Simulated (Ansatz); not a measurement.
The cluster CoSi₂⁻. The state is a triplet with charge -1. Geometry PBE-D4/def2-TZVPD; atoms count from 1.

```
atom   x (Å)   y (Å)   z (Å)
 Co1  -0.850  -0.416  -0.786
 Si2   1.202   0.203  -0.444
 Si3  -0.352   0.213   1.230
```

The structure comes from a short search, and lower isomers may exist.

(1) Estimate the Mulliken populations from the PBE0/def2-TZVPD orbitals of Ansatz.

(2) Where does the spin sit?

(3) And the Mayer bond orders between heavy atoms (over 0.3)?

## Answers

(1) 
| atom | charge (e) | spin (α − β) | d electrons |
| --- | --- | --- | --- |
| Co1 | -0.22 | 2.07 | 7.86 |
| Si2 | -0.39 | -0.03 | – |
| Si3 | -0.39 | -0.03 | – |
Mulliken values depend strongly on the basis. With diffuse functions, as here, like atoms can get unlike values, and bond orders can come out too low or too high.

(2) Summed by element: Co 2.07, Si -0.07, of 2 unpaired in all. Largest on single atoms: Co1 2.07, Si2 -0.03, Si3 -0.03.

(3) Co1–Si2 1.29 (2.17 Å); Co1–Si3 1.29 (2.17 Å); Si2–Si3 1.54 (2.28 Å).
